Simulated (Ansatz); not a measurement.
Molecule: bromogermane, sum formula GeH$_{3}$Br (charge 0, singlet). 
Coordinates optimised at B3LYP-D3(BJ)/def2-TZVP (Ansatz, an electronic-structure program):
```
Ge
H 1 1.5327
H 1 1.5327 2 111.72
H 1 1.5327 2 111.72 3 -125.97
Br 1 2.3318 2 107.12 4 -117.01
```

Property: vertical triplet-singlet gap (E(triplet) - E(singlet); each state is the SCF solution reached for its spin; the molecule has degenerate orbitals, so one determinant may break the symmetry), in eV. Correlated levels leave the core frozen unless marked. UHF or UKS for open shells. No spin-orbit coupling. Frozen are the shells of the preceding noble gas and the d and f shells that filled before the atom's block. Non-relativistic. CBS marks a two-point X^-3 extrapolation of the correlation energy; Hartree-Fock from the larger set.

```
level                                 program  vertical triplet-singlet gap (eV)
------------------------------------  -------  ---------------------------------
SVWN5/def2-TZVPD                       Ansatz                                  …
r2SCAN/def2-TZVPD                      Ansatz                               5.58
PBE0/def2-TZVPD                        Ansatz                                  …
wB97M-V/def2-TZVPD                     Ansatz                               5.86
B2PLYP/def2-TZVPD                      Ansatz                                  …
SCS-MP2/aug-cc-pVDZ                    Ansatz                               6.17
SCS-MP2/def2-TZVPPD                    Ansatz                               6.24
CCSD/def2-SVPD                         Ansatz                                  …
CCSD/def2-TZVPPD                       Ansatz                               6.02
CCSD(T)/CBS(aug-cc-pVTZ,aug-cc-pVQZ)   Ansatz                               6.09
```

Q: What belongs in the gaps?

A: 
- SVWN5/def2-TZVPD, vertical triplet-singlet gap (eV): 5.35
- PBE0/def2-TZVPD, vertical triplet-singlet gap (eV): 5.66
- B2PLYP/def2-TZVPD, vertical triplet-singlet gap (eV): 5.88
- CCSD/def2-SVPD, vertical triplet-singlet gap (eV): 6.00
